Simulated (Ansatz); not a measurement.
One geometry of [MoO3Cl]- (MoClO₃⁻), several levels of theory.

```yaml
crystal:
  periodic: [false, false, false]
  atoms:
    - {symbol: Mo, position_ang: [0.060863, 0.105372, 0.043803]}
    - {symbol: O, position_ang: [0.070433, 0.086480, 1.770074]}
    - {symbol: O, position_ang: [1.684674, 0.115307, -0.542344]}
    - {symbol: O, position_ang: [-0.762394, 1.516810, -0.513439]}
    - {symbol: Cl, position_ang: [-1.053585, -1.823959, -0.758103]}
basis:
  gaussian: {orbitals: def2-TZVPD, initial_orbitals: start.molden}
total_charge: -1
hamiltonian: {xc: pbe}
correlation: {method: rpa}
scf: {omitted_lower_state_checks: [starts]}
```

The file start.molden holds the orbitals of an earlier run on this structure, at another level or in another basis.

```sh
$ ansatz run in.yaml --threads 4 --pin off --events-out ev --progress --plain --max-ram 3916MiB
```

Shortened log:

```
Functional definition: PBE
1376 factors; integrals over basis functions are off by at most 6.8e-4 eV
mean field evaluation 1: about -20521.0545 eV, gradient 1.3e1 eV
mean field evaluation 2: about -20521.2297 eV, gradient 1.9e-1 eV
mean field evaluation 4: about -20521.2281 eV, gradient 2.5e-4 eV
mean field evaluation 8: about -20521.2281 eV, gradient 9.7e-6 eV
mean field -20521.22807393 eV, -754.1412219290 hartree, gradient 9.7e-6 eV, S^2 0.000000; 0 other end points of the search recorded, 0 dependent functions left out
8 core orbitals not correlated: weight in the atoms' cores, before any rotation towards them, 1.000 or more for the frozen orbitals, at most 0.000 for the correlated occupied ones
reference -20457.69075759 eV, -751.8062686205 hartree; 20, 20 occupied and 178, 178 virtual orbitals, 1376 factors
Total energy: -20513.76445667 eV, -753.8669390535 hartree
Checks for a lower state left out: starts
```

Run time 5.5 s (4 threads of Arm Neoverse V1 on a shared host).

First input, but with `hamiltonian: {xc: {name: r2SCANh}, dispersion: d4}`, `output: {orbitals: {seedname: orbitals}}` and without the key `correlation` (abridged; 6 s):

```
Functional definition: r2SCANh
mean field -20527.18513125 eV, -754.3601397477 hartree, gradient 1.3e-5 eV, S^2 0.000000
Total energy: -20527.23059028 eV, -754.3618103361 hartree
Checks for a lower state left out: starts
```

As the first input, with `hamiltonian: {xc: hse06, dispersion: d4}`, `output: {orbitals: {seedname: orbitals}}` and without the key `correlation` (abridged; 3.3 s):

```
Functional definition: HSE06
mean field -20519.13083924 eV, -754.0641499755 hartree, gradient 8.9e-5 eV, S^2 0.000000
Total energy: -20519.27804917 eV, -754.0695598410 hartree
Checks for a lower state left out: starts
```

First input, but with `gaussian: {orbitals: def2-SVPD, initial_orbitals: start.molden}`, `hamiltonian: {xc: pbe, dispersion: d4}`, `output: {orbitals: {seedname: orbitals}}` and without the key `correlation` (abridged; 1.4 s):

```
Functional definition: PBE
mean field -20509.50495279 eV, -753.7104051733 hartree, gradient 1.8e-5 eV, S^2 0.000000
Total energy: -20509.68864499 eV, -753.7171557373 hartree
Checks for a lower state left out: starts
```

As the first input, with `hamiltonian: {xc: {name: LC-wPBE}}`, `output: {orbitals: {seedname: orbitals}}` and without the key `correlation` (abridged; 2.8 s):

```
Functional definition: LC-wPBE
mean field -20523.30015474 eV, -754.2173694941 hartree, gradient 1.7e-5 eV, S^2 0.000000
Total energy: -20523.30015475 eV, -754.2173694944 hartree
Checks for a lower state left out: starts
```

Geometry: r2SCAN-D4/def2-SVPD.

In the def2 sets Mo takes a core potential; there is no spin–orbit coupling. LC-ωPBE has ω = 0.4 bohr⁻¹. HSE06 is defined as in plane-wave codes, on full-range PBE exchange. Correlated methods freeze 8 core orbitals; core or outer-core shells of Mo are correlated, in sets that lack core-valence functions.
